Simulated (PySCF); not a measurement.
HSn(OH), singlet: data card

All numbers come from PBE0/[Sn def2-TZVP with ECP28, H def2-TZVP, O def2-TZVP], scalar-relativistic core potentials, density fitting, no spin–orbit coupling, PySCF.

The structure is a minimum.

Z-matrix (Å, degrees; charge 0 multiplicity 1):
```
Sn
H  1 1.7945
O  1 1.9811 2 94.19
H  3 0.9602 1 114.28 2 0.00
```

```
Point group                                                                   : Cs
Bond lengths                                                                  : O–H 0.960 Å, Sn–H 1.795 Å, Sn–O 1.981 Å
Bond angles                                                                   : H–O–Sn 114.3°, H–Sn–O 94.2°
Principal polarisabilities                                                    : 35.4, 47.5, 50.3 bohr³
Heat capacity Cp at 298.15 K                                                  : 49.9 J/(mol K)
Dipole moment                                                                 : 1.29 D
Rotational symmetry number                                                    : 1
Rotational constants                                                          : 4.298, 0.2803, 0.2631 cm⁻¹
Atomisation energy without zero-point energy                                  : 1071 kJ/mol
Enthalpy at 298.15 K above 0 K                                                : 11.53 kJ/mol
Entropy at 298.15 K and 1 bar                                                 : 266.1 J/(mol K)
Highest occupied level                                                        : -6.84 eV
Zero-point energy                                                             : 48.3 kJ/mol
Lowest empty level                                                            : -2.45 eV
Principal quadrupole moments (Buckingham, traceless) about the centre of mass : -7.06, 2.31, 4.75 D Å
```

Harmonic modes (masses in u: Sn 119.902, H 1.008, O 15.995):
```csv
symmetry,ω (cm⁻¹),IR (km/mol)
a'',527,144
a',576,129
a',603,61.5
a',811,26.0
a',1663,530
a',3891,62.6
```

Charges (e):
```
atom  Mulliken  Löwdin  polar tensor  Mayer order to Sn1
 Sn1      0.50    0.34          0.89                   –
  H2     -0.14   -0.11         -0.34                0.94
  O3     -0.68   -0.36         -0.79                0.99
  H4      0.32    0.14          0.25                0.03
```
Other Mayer orders above 0.3: O–H 0.89.

Mulliken populations on Sn1 (electrons outside its core potential): s 3.85, p 7.48, d 10.13, f 0.04.

This need not be the most stable arrangement of these atoms.

The final relaxation and frequency run took 37 s on 2 threads of a shared Arm Neoverse V2 host, with 93 basis functions and 19 gradients; the process peaked at 1.1 GiB. Launch command: `OMP_NUM_THREADS=2 python axn.py task.json out`.
